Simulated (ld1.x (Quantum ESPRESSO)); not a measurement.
## Plane-wave convergence, RRKJ potential for O

```json
{
  "Element": "oxygen",
  "Generator": "ld1.x (Quantum ESPRESSO) 7.5",
  "Type": "norm-conserving RRKJ (Kleinman–Bylander form)",
  "Functional": "PBE",
  "Relativity": "scalar-relativistic",
  "Frozen core": "[He]",
  "Valence charge": "6",
  "Reference configuration": "2s2 2p4",
  "Partial waves": "2p (bound): rc 1.25 bohr; 3d channel at 0.25 Ry: rc 1.20 bohr; 2s (bound): rc 0.55 bohr",
  "Local potential": "the s channel",
  "Core correction": "a·sin(br)/r model core, default radius (core density twice the valence density)",
  "rho0": "0.02"
}
```

The pseudo-atom Hamiltonian at the reference potential is diagonalised in spherical Bessel functions j_l(qr) that vanish at 20 bohr, with q² up to the cutoff. All-electron valence levels (Ry): 2p -0.6637, 2s -1.7611.

Q: How do the lowest levels (Ry) of each channel move with the cutoff, and are there ghosts?

A:

```csv
cutoff (Ry),p #1,p #2,d #1,d #2,s #1,s #2,f #1,Σ f·Δε (mRy)
8,-0.0608,0.0539,0.0792,0.1872,-1.4563,-0.0050,0.1206,3015.2
15,-0.2085,0.0460,0.0792,0.1872,-1.4649,-0.0053,0.1206,2407.3
25,-0.3972,0.0423,0.0792,0.1872,-1.5183,-0.0065,0.1206,1545.7
35,-0.5402,0.0406,0.0792,0.1872,-1.5787,-0.0079,0.1206,852.9
50,-0.6339,0.0397,0.0792,0.1872,-1.6238,-0.0089,0.1206,387.8
70,-0.6617,0.0395,0.0792,0.1872,-1.6310,-0.0091,0.1206,262.3
100,-0.6637,0.0395,0.0792,0.1872,-1.6391,-0.0093,0.1206,237.9
140,-0.6638,0.0395,0.0792,0.1872,-1.6839,-0.0104,0.1206,148.1
180,-0.6638,0.0395,0.0792,0.1872,-1.7265,-0.0115,0.1206,62.8
260,-0.6638,0.0395,0.0792,0.1872,-1.7552,-0.0123,0.1206,5.4
400,-0.6638,0.0395,0.0792,0.1872,-1.7579,-0.0123,0.1206,0.0
```

Result: no extra level below or beside the all-electron valence levels (p, d, s, f tested); 10 mRy is reached at 260 Ry and 1 mRy at over 300 Ry.

Its largest configuration-test error is +1482 meV.
